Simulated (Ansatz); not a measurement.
`NC[SiH](N)N` + H–F → `N[SiH](N)F` + CH₃NH₂  (ligand exchange at the Si–C bond)

Computed with Ansatz on PBE0-D4/def2-TZVP structures; ΔE is electronic, products minus reactants. CCSD(T)/CBS is the MP2 limit (def2-TZVPP, def2-QZVPP) plus CCSD(T) − MP2 in def2-TZVPP, frozen cores. This one scheme is used for every species. DFT in def2-TZVPP. B3LYP here is the variant with VWN-RPA as its local correlation; programs differ in this. Each species was taken in one conformer, which may not be the lowest.

`NC[SiH](N)N`:

Z-matrix (Å, degrees):
```
C
Si 1 1.883
N 1 1.471 2 114.3
H 1 1.095 2 109.8 3 -122.1
H 1 1.098 2 110.4 3 122.8
N 2 1.714 1 115.8 3 52.7
N 2 1.721 1 104.8 3 -63.6
H 2 1.497 1 109.6 3 170.2
H 3 1.014 1 109.5 2 50.5
H 3 1.014 1 109.4 2 -65.1
H 6 1.005 2 121.6 1 95.0
H 6 1.006 2 122.6 1 -63.1
H 7 1.007 2 120.2 1 -44.9
H 7 1.008 2 119.4 1 171.7
```

H–F:

Z-matrix (Å, degrees):
```
F
H 1 0.920
```

`N[SiH](N)F`:

Z-matrix (Å, degrees):
```
Si
N 1 1.694
F 1 1.604 2 116.3
N 1 1.699 2 107.9 3 116.0
H 1 1.482 2 106.1 3 -115.6
H 2 1.006 1 121.4 3 85.7
H 2 1.007 1 121.8 3 -68.8
H 4 1.006 1 121.0 2 -157.4
H 4 1.006 1 121.2 2 50.4
```

CH₃NH₂:

Z-matrix (Å, degrees):
```
C
N 1 1.453
H 1 1.092 2 109.4
H 1 1.100 2 115.4 3 -121.6
H 1 1.092 2 109.4 3 116.8
H 2 1.012 1 110.6 3 62.6
H 2 1.012 1 110.6 3 -179.3
```

CCSD(T)/CBS gives -176.3 kJ/mol.

(1) Another level gave -188.5 kJ/mol. Which?
A. B2PLYP/def2-TZVPP
B. HF/def2-TZVPP
C. B3LYP-D4/def2-TZVPP
D. PBE-D4/def2-TZVPP

Largest T1 diagnostic among the species: 0.010.

Results:

(1) A. B2PLYP -188.5, PBE-D4 -164.5, B3LYP-D4 -180.2, HF/def2-TZVPP -211.5 kJ/mol.

From BLYP to BHLYP (50 % exact exchange), in def2-TZVPP and without D4, ΔE moves by −9.0 kJ/mol. Leaving LDA and LC-ωPBE aside and taking each functional with its dispersion term where it has one, the values, not all of them listed here, spread over 30.4 kJ/mol, from BHLYP-D4 to revPBE-D4. LDA lies +6.3 kJ/mol from PBE without D4. In def2-TZVPP, CCSD(T) changes the Hartree–Fock value by +34.5 kJ/mol (the triples alone add +5.0 kJ/mol) and MP2 by +35.0 kJ/mol.
